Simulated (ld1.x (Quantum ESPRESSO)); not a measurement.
# Before and after: ultrasoft potential for Mn

* Element: manganese (Mn)
* Generator: ld1.x (Quantum ESPRESSO) 7.5
* Type: ultrasoft
* Functional: PBE
* Relativity: non-relativistic
* Frozen core: [Ar]
* Valence charge: 7
* Reference configuration: 3d5 4s2 4p0
* Partial waves: 4s (bound): rcut 2.60, rcutus 2.85 bohr; 4s channel at 2.15 Ry: rcut 2.60, rcutus 2.85 bohr; 4p (bound, empty): rcut 2.55, rcutus 2.80 bohr; 4p channel at 1.15 Ry: rcut 2.55, rcutus 2.80 bohr; 3d (bound): rcut 1.55, rcutus 1.85 bohr; 3d channel at 2.25 Ry: rcut 1.55, rcutus 1.85 bohr
* Local potential: all-electron potential smoothed inside 2.05 bohr (lloc = -1)
* Core correction: none
* Augmentation charge: PSQ, radius 1.20 bohr

All-electron outer shells of the reference configuration (PBE, non-relativistic, ld1.x):

```json
{"shell": "3p", "level (eV)": "-54.29", "outermost node (bohr)": "0.31", "outermost maximum (bohr)": "0.75"}
{"shell": "3d", "level (eV)": "-7.01", "outermost node (bohr)": "–", "outermost maximum (bohr)": "0.76"}
{"shell": "4s", "level (eV)": "-5.03", "outermost node (bohr)": "1.06", "outermost maximum (bohr)": "2.54"}
{"shell": "4p", "level (eV)": "-1.39", "outermost node (bohr)": "1.16", "outermost maximum (bohr)": "3.43"}
```

Change: core correction a·sin(br)/r model core inside 1.84 bohr.

Cutoffs: the cutoffs (Ry, on a coarse ladder) from which the occupation-weighted sum of valence levels, in a spherical-Bessel basis at the reference potential, stays within 10 and 1 mRy of its value at 400 Ry; they do not see the model core or the augmentation charge, which bear on the density cutoff. Errors are all-electron minus pseudo energies relative to the spin-unpolarised reference configuration.

Question: How do hardness, ghosts and transferability respond?

Answer: The potential gets neither clearly harder nor softer (30 Ry and 50 Ry → 30 Ry and 50 Ry); of the 7 tests that both files solve, the error grows in 5 and shrinks in 2 by more than 15 % and 0.3 meV (median size 17.4 → 29.0 meV); neither file shows a bound ghost. A model core, the more so a compact one, raises the density cutoff, which this test does not measure.

```csv
quantity,base,changed
"cutoff, loose",30 Ry,30 Ry
"cutoff, tight",50 Ry,50 Ry
bound ghosts,none,none
"error for 3d5 4s1 4p0, meV [ΔE 8.31 eV]",+15,+3.8
"error for 3d5 4s0 4p0, meV [ΔE 23.73 eV]",+154,+28
"error for 3d4 4s0 4p0, meV [ΔE 56.44 eV]",-17,-326
"error for 3d5 4s1 4p1, meV [ΔE 3.75 eV]",+7.6,-15
"error for 3d3 4s0 4p0, meV [ΔE 107.48 eV]",-1438,-2076
"error for 3d5 4s0 4p1, meV [ΔE 12.91 eV]",+24,-29
"error for 3d6 4s1 4p0, meV [ΔE -0.62 eV]",-8.7,-31
s: phases at 3.12 bohr within 0.05 rad from the reference energy up to (Ry; the scan ends near 5),2.8,2.8
p: phases at 3.12 bohr within 0.05 rad from the reference energy up to (Ry; the scan ends near 5),3.2,3.2
d: phases at 3.12 bohr within 0.05 rad from the reference energy up to (Ry; the scan ends near 5),4.6,4.6
lowest overlap eigenvalue by channel,"s 0.66, p 0.59, d 0.88","s 0.66, p 0.59, d 0.88"
```
